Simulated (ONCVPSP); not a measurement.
**What one change does to a pseudopotential (Zr, ONCV)**

* Element: zirconium
* Generator: ONCVPSP 4.0.1
* Type: optimised norm-conserving Vanderbilt (ONCV)
* Functional: revPBE
* Relativity: scalar-relativistic
* Frozen core: [Ar] 3d10
* Valence charge: 12
* Reference configuration: 4s2 4p6 4d2 5s1.75 5p0.25
* Partial waves: 4s+5s: rc 1.90 bohr, ncon 4, nbas 7, qcut 7.1 1/bohr, 2 projectors; 4p+5p: rc 2.60 bohr, ncon 4, nbas 8, qcut 6.1 1/bohr, 3 projectors, debl 2.8 Ha; 4d: rc 2.50 bohr, ncon 4, nbas 8, qcut 7.1 1/bohr, 2 projectors, debl 2.9 Ha; f scattering state at 0.19 Ha: rc 2.45 bohr, ncon 3, nbas 8, qcut 4.4 1/bohr, 3 projectors, debl 0.8 Ha
* Local potential: polynomial inside 1.25 bohr (lpopt 3, dvloc0 1 Ha)
* Core correction: Teter function, fcfact 3.75, rcfact 1.8

Change: s: rc 2.68.

Cutoffs: the cutoffs (Ha) at which the residual kinetic energy of the hardest occupied pseudo-wave falls to 1 and 0.1 mHa per electron; they do not see the model core or the augmentation charge, which bear on the density cutoff. Errors are all-electron minus pseudo energies relative to the spin-unpolarised reference configuration.

Question: What does the change do?

Answer: The potential gets softer (16 Ha and 19 Ha → 14 Ha and 17 Ha); of the 3 tests that both files solve, the error grows in 2 and shrinks in 0 by more than 15 % and 0.3 meV (median size 1.7 → 2.1 meV); neither file shows a bound ghost. A larger radius leaves more room for a smooth pseudo-wave, so fewer plane waves are needed.

| quantity | base | changed |
| --- | --- | --- |
| cutoff, loose | 16 Ha | 14 Ha |
| cutoff, tight | 19 Ha | 17 Ha |
| loose cutoff by channel | s 16 Ha, p 10 Ha, d 14 Ha | s 8.8 Ha, p 10 Ha, d 14 Ha |
| bound ghosts | none | none |
| GHOST(+) flags under 300 eV | none | none |
| tests with a reliable result | 3 of 4 | 3 of 4 |
| error for 4s2 4p6 4d2 5s2 5p0, meV [ΔE -0.74 eV] | 0.0 | 0.0 |
| error for 4s2 4p6 4d2 5s1 5p0, meV [ΔE 6.33 eV] | -1.7 | -2.1 |
| error for 4s2 4p6 4d2 5s0 5p0, meV [ΔE 19.12 eV] | -9.4 | -13 |
| p: phases at 2.63 bohr within 0.05 rad from the reference energy up to (Ha; the scan ends near 5) | to the end of the scan | to the end of the scan |
| d: phases at 2.54 bohr within 0.05 rad from the reference energy up to (Ha; the scan ends near 5) | to the end of the scan | to the end of the scan |
| f: phases at 2.49 bohr within 0.05 rad from the reference energy up to (Ha; the scan ends near 5) | to the end of the scan | to the end of the scan |
| rms error of d²Exc/dni dnj with the model core, mHa | 3.37 | 3.56 |
